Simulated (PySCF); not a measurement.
Excitations are Tamm–Dancoff values on a coarser integration grid. The basis has no diffuse functions, so Rydberg states are missing or too high.

# [In(H)3(H2S)] (charge 0, multiplicity 1)

Computed with PBE-D3(BJ)/def2-TZVP // PBE0-D4/def2-SVP (PySCF).

The HOMO is -6.44 eV and the dipole moment comes out as 2.99 D. The LUMO comes out as -1.46 eV, the HOMO–LUMO gap comes out as 4.97 eV and the S1 excitation (TDA) comes out as 4.98 eV. The S1 oscillator strength comes out as 0.000 and the T1 excitation (TDA) is 4.84 eV. The S1–T1 gap (TDA) is 0.14 eV, the charge on the central atom (Mulliken) is 0.24 e and the total energy is -591.1275 Ha. The cost is roughly 90 core-seconds.

```xyz
7

In    -0.0664     0.2495     0.1859
H      0.2343     1.8543    -0.4055
H     -1.6660    -0.4209     0.0324
H      1.0764    -0.5228     1.2400
S      0.9228    -1.0280    -2.1903
H      0.3529    -2.2298    -1.9530
H     -0.0921    -0.6321    -2.9894
```
